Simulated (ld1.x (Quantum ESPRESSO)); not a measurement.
## PBEsol TM dataset for Ag, fully relativistic all-electron reference.

Ag, norm-conserving Troullier–Martins (Kleinman–Bylander form), made with ld1.x (Quantum ESPRESSO) 7.5 (PBEsol, fully relativistic). Core [Ar] 3d10 4s2, reference 4p6 4d10 5s1 5p0. Waves: 5s (bound): rc 2.35 bohr; 4p (bound): rc 1.10 bohr; 4d (bound): rc 1.85 bohr. Local part: all-electron potential smoothed inside 1.60 bohr (lloc = -1). Core correction: a·sin(br)/r model core inside 0.55 bohr.

Open shells are filled in proportion to 2j + 1 (rel_dist='average').

All-electron outer shells of the reference configuration (PBEsol, scalar-relativistic, ld1.x):

```csv
shell,level (eV),outermost node (bohr),outermost maximum (bohr)
3d,-358.49,–,0.27
4s,-94.97,0.44,0.82
4p,-58.51,0.44,0.87
4d,-7.45,0.43,1.04
5s,-4.42,1.11,2.49
5p,-0.67,1.25,3.76
```

What the tests gave:

| Property | Result |
| --- | --- |
| Cutoffs needed | 140 Ry and 180 Ry (the cutoffs (Ry, on a coarse ladder) from which the occupation-weighted sum of valence levels, in a spherical-Bessel basis at the reference potential, stays within 10 and 1 mRy of its value at 400 Ry) |
| Ghost test | ghost state, extra bound levels that the all-electron valence spectrum of the same l lacks: s at -64.4 eV; a true bound ghost makes a file unfit for plane-wave use (spherical-Bessel basis up to 400 Ry, 20 bohr box) |
| Largest excitation error | -88 meV (all-electron minus pseudo) for 4p5 4d10 5s1 5p0, out of 7 test configurations |

Generation and tests took about 2.4 s on one core of a shared server CPU.
